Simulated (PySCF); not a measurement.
Geometry (Å), atoms numbered from 1 in this order:
```xyz
17

Si    0.1714    2.4877   -0.2801
O     0.1859    1.4809    0.9904
Si    0.1913   -0.0605    1.4636
O    -1.2157   -0.7506    1.0840
Si   -2.2772   -1.0410   -0.1064
O     1.3970   -0.8506    0.7414
Si    1.9663   -1.4016   -0.6730
H    -0.1838    3.7638    0.3352
H    -0.8202    2.0425   -1.2627
H     1.5091    2.5040   -0.8747
H     0.3752   -0.1162    2.8902
H    -3.1059   -2.0980    0.4674
H    -3.0305    0.1872   -0.3654
H    -1.5721   -1.4708   -1.3173
H     1.8207   -0.3768   -1.7104
H     3.3648   -1.6818   -0.3585
H     1.2166   -2.6062   -1.0338
```

Method: PBE0/pcSseg-1 with gauge-including orbitals, coordinates at the GFN2-xTB level, in PySCF 2.14 (one conformer, fast rotation and ring inversion assumed for equivalent nuclei, isolated molecule, relativity neglected).

Chemical shifts δ = σref − σ; TMS for ¹H (σref 31.72), ²⁹Si (σref 349.16); ¹⁷O (σref 336.08) vs H2O, all at this level.

```json
{"atoms": "Si3", "nucleus": "²⁹Si", "count": "1", "Hirshfeld charge": "0.52", "δ (ppm)": "-76.3"}
{"atoms": "Si1/Si5/Si7", "nucleus": "²⁹Si", "count": "3", "Hirshfeld charge": "0.39", "δ (ppm)": "?"}
{"atoms": "O2/O4/O6", "nucleus": "¹⁷O", "count": "3", "Hirshfeld charge": "-0.30", "δ (ppm)": "54.3"}
{"atoms": "H8/H9/H10/H12/H13/H14/H15/H16/H17", "nucleus": "¹H", "count": "9", "Hirshfeld charge": "-0.08", "δ (ppm)": "?"}
{"atoms": "H11", "nucleus": "¹H", "count": "1", "Hirshfeld charge": "-0.08", "δ (ppm)": "3.98"}
```

Question: Complete the table.

Answer: 
- H8/H9/H10/H12/H13/H14/H15/H16/H17: 5.30 ppm, hydrogen on a silicon bonded to O
- Si1/Si5/Si7: -42.9 ppm, silicon bonded to O, 3 H

Experimental scales use liquid or dissolved standards, which lie at an offset from isolated H2O (liquid H2O: subtract about 36 ppm).
